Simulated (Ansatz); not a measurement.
ClH2In (SMILES [Cl][InH2]) moved off its minimum; all values from Ansatz (a program for electronic structure), cores frozen in correlated methods. Elements past Kr take the def2 small-core potentials, without spin–orbit coupling.
(charge 0, multiplicity 1)
```xyz
4

In    -0.00302    -0.17427    -0.55141
H     -1.59785    -0.21310    -1.19485
H      1.58785    -0.54684    -1.04503
Cl    -0.01860     0.55224     1.69389
```

Forces at wB97M-V/def2-TZVPP (eV/Å):

```
atom      Fx      Fy      Fz
----  ------  ------  ------
In1   -0.154  -0.001   0.148
H2     0.346   0.004   0.055
H3    -0.186   0.036  -0.037
Cl4   -0.006  -0.039  -0.166
```

Task: Give the forces (eV/Å), the total energy and the dipole at CCSD(T)/def2-TZVPPD.

Result: 
```tsv
atom	Fx	Fy	Fz
In1	-0.162	0.014	0.148
H2	-0.088	-0.018	-0.152
H3	0.259	-0.080	-0.208
Cl4	-0.009	0.084	0.213
```
Energy -650.2304 hartree, dipole 3.12 D.
